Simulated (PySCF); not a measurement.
SMILES CC(C[OH2+])O (C3H9O2 (cation, charge +1)) (B3LYP/def2-SVP optimised geometry):

```
14

C     -0.277     1.859     0.000
C      0.272     0.448     0.000
O     -0.187    -0.338    -1.137
C     -0.234    -0.410     1.173
O     -0.081    -1.784     0.647
H      0.124     2.430    -0.851
H     -1.375     1.857    -0.061
H      0.030     2.383     0.920
H      1.375     0.448     0.000
H      0.316    -0.161    -1.949
H      0.374    -0.313     2.080
H     -1.299    -0.235     1.386
H     -0.164    -1.527    -0.412
H     -0.734    -2.430     0.977
```

Level of theory: B3LYP/def2-TZVP in PySCF 2.14.0.

### Question
What are the frontier orbital energies?

### Answer
HOMO-2 -15.00 eV, HOMO-1 -14.77 eV, HOMO -13.97 eV, LUMO -5.15 eV, LUMO+1 -4.00 eV.

On the same geometry PBE/def2-TZVP run with PySCF gives HOMO-2 -13.68 eV, HOMO-1 -13.49 eV, HOMO -12.59 eV, LUMO -5.80 eV, LUMO+1 -4.56 eV.

Meta-Löwdin charges at B3LYP/def2-TZVP: C1 -0.34, C2 0.13, O3 -0.48, C4 0.00, O5 -0.35, H6 0.14, H7 0.13, H8 0.14, H9 0.13, H10 0.39, H11 0.17, H12 0.15, H13 0.38, H14 0.41.
